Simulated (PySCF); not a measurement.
# Energy of Eu⁺ (europium, charge +1) between two integer charges

The 6s alpha orbital of [Xe] 4f7 6s1 is emptied in steps (occupation f), with all orbitals relaxed, ending at [Xe] 4f7. Calculation: PySCF 2.14, in def2-TZVP with the def2 core potential (28 electrons) (10s7p5d4f1g, 93 functions); a scalar-relativistic core potential. The exact energy is a straight line in f; departures are measured from the line between the end points of the same method.

**Question.** Among UHF, LDA, PBE, which shows the largest delocalisation error (convex curve), and which is closest to linear?

**Answer.** Most convex: PBE (-0.652 eV at f = 0.5); closest to linear: UHF (0.008 eV).

```tsv
f	UHF (eV)	LDA (eV)	PBE (eV)
1	0.000	0.000	0.000
0.9	0.003	-0.226	-0.233
0.7	0.006	-0.524	-0.545
0.5	0.008	-0.616	-0.652
0.3	0.006	-0.507	-0.550
0.1	0.003	-0.209	-0.233
0	0.000	0.000	0.000
```

| method | E(f=0) − E(f=1) (eV) | −ε at f=1 (eV) | −ε at f=0.5 (eV) |
| --- | --- | --- | --- |
| UHF | 10.474 | 10.505 | 10.473 |
| LDA | 11.672 | 9.147 | 11.720 |
| PBE | 11.491 | 8.913 | 11.474 |

Reference removal energy between the ground levels: 11.24 ± 0.006 eV (semi-empirical (NIST evaluation); NIST Atomic Spectra Database, ionization energies). UHF lacks correlation.
